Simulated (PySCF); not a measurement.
Harmonic spectrum computed at PBE0 in the def2-TZVP basis family (core potentials from Rb on, PySCF, no spin–orbit coupling):

```json
{"ω (cm⁻¹)": "143", "IR (km/mol)": "15.0"}
{"ω (cm⁻¹)": "156", "IR (km/mol)": "36.7"}
{"ω (cm⁻¹)": "593", "IR (km/mol)": "555"}
{"ω (cm⁻¹)": "656", "IR (km/mol)": "0.0"}
```

Task: Which molecule gave it? In each, all ligands are bound to the one heavy central atom.
A. GeN₂ (triplet)
B. GaN₂ (quartet)
C. AsN₂ (quartet)
D. InN₂ (quartet)
E. SeN₂ (singlet)

Result: B. It has D∞h symmetry with Ga–N 1.807 Å (×2).
